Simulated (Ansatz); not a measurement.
## Relaxing a trial structure of C3H7AlBN

The starting geometry of this gas-phase singlet was optimised with GFN2-xTB; its bonds are those of `B[C@@H](C#N)[AlH][CH3]`.

```xyz
13

C     0.5277   -0.0852    0.3481
C    -0.0348   -1.3870    0.4640
C    -1.0859    2.5290   -1.3634
Al   -1.1780    0.8323   -0.3509
B     0.7992    0.7172    1.6251
N    -0.4845   -2.4406    0.5622
H     0.2605    0.4379    2.6282
H     1.5237    1.6383    1.5842
H     1.2838   -0.0498   -0.4467
H    -2.4743    0.0757   -0.0138
H    -1.8146    3.2607   -0.9987
H    -0.0969    2.9972   -1.2731
H    -1.2827    2.4164   -2.4352
```

Question: Predict what it relaxes into with PBE0-D3(BJ)/def2-SVP.

Answer: A new bond forms, giving a structure given below by its coordinates. Distances that change by over a tenth: Al4–N6 (3.47 → 2.19 Å). Contacts that close: C2–Al4 (2.63 → 2.09 Å).

The energy falls by 0.38 eV over 43 steps:

```json
{"step": "1", "E − E(last) (eV)": "0.379"}
{"step": "6", "E − E(last) (eV)": "0.218"}
{"step": "10", "E − E(last) (eV)": "0.212"}
{"step": "15", "E − E(last) (eV)": "0.201"}
{"step": "20", "E − E(last) (eV)": "0.150"}
{"step": "24", "E − E(last) (eV)": "0.094"}
{"step": "29", "E − E(last) (eV)": "0.011"}
{"step": "34", "E − E(last) (eV)": "0.002"}
{"step": "38", "E − E(last) (eV)": "0.000"}
{"step": "43", "E − E(last) (eV)": "0.000"}
```

Final geometry (Å):

```xyz
13

C     0.8074    0.1451    0.4872
C    -0.0942   -0.7826   -0.0524
C    -1.1144    2.0108   -1.6810
Al   -1.2151    0.9811   -0.0380
B     0.8469    0.3970    1.9830
N    -1.1294   -1.1673   -0.4776
H     0.0886   -0.1865    2.7192
H     1.6133    1.2221    2.4194
H     1.5728    0.5153   -0.2049
H    -2.1353    1.1295    1.2313
H    -2.1037    2.0806   -2.1615
H    -0.7716    3.0403   -1.4875
H    -0.4222    1.5564   -2.4070
```

The end wasn't checked by frequencies. Run with Ansatz 0.2.0, 78 s on 2 threads of Intel(R) Xeon(R) 6975P-C (Granite Rapids), on a shared host.
